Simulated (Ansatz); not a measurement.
CH$_{5}$AlGaNO. Charge 0, multiplicity 1. The bonds changed during the relaxation, so this is another structure than the one it started from.

Z-matrix (Å, degrees):
```
Al
O 1 1.928
C 1 1.956 2 37.9
H 1 1.581 2 112.1 3 -105.6
H 1 1.581 2 112.3 3 106.0
Ga 3 2.003 1 165.7 2 179.9
N 6 1.808 3 115.2 1 85.6
H 6 1.557 3 124.2 1 -86.0
H 7 1.006 6 123.5 3 -175.9
H 7 1.006 6 124.4 3 8.1
```

**Question.** What are the harmonic wavenumbers in cm⁻¹ at PBE0-D4/def2-TZVP (Ansatz, finite differences of forces, unscaled)? (Estimate.)

**Answer.** The calculation gave: 37, 84, 131, 246, 269, 286, 376, 431, 463, 505, 537, 573, 591, 714, 747, 761, 804, 1515, 1565, 1936, 1945, 2006, 3617, 3723.

**Question.** Is this a minimum?

**Answer.** Yes, all 24 modes are real.

**Question.** Give the ideal-gas thermochemistry at 298.15 K and 1 bar (rigid rotor, harmonic oscillator; point group C1, symmetry number 1).

**Answer.** Zero-point energy 142.7 kJ/mol; H(298) − E = 167.6 kJ/mol; entropy 383.7 J/(mol·K), of which translation 170.8, rotation 117.2, vibration 95.7; G(298) − E = 53.2 kJ/mol. Modes under 100 cm⁻¹ are hindered rotations or soft bends, so the harmonic entropy is rough.

**Question.** And at 400, 500, 600, 800 and 1000 K?

**Answer.** 
| T (K) | H − E (kJ/mol) | S (J/mol/K) | G − E (kJ/mol) |
| --- | --- | --- | --- |
| 400 | 181.8 | 424.4 | 12.0 |
| 500 | 197.2 | 458.8 | -32.2 |
| 600 | 213.8 | 489.0 | -79.6 |
| 800 | 249.5 | 540.2 | -182.7 |
| 1000 | 287.6 | 582.7 | -295.1 |
